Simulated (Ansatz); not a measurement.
Tantalum pentafluoride, F5Ta, charge 0, multiplicity 1.

Task: Give a relaxed structure at PBE0-D4/def2-TZVP (the Gaussian-basis code of Ansatz). (Estimate.)

Result: Computed: 
Cartesian coordinates in Å:
```
F 0.4435 0.1315 1.8177
Ta 0.0000 0.0000 0.0000
F -1.4993 -0.9843 0.4375
F -0.1033 1.8399 -0.1085
F -0.4437 -0.1327 -1.8176
F 1.6029 -0.8544 -0.3291
```
Point group D3h.
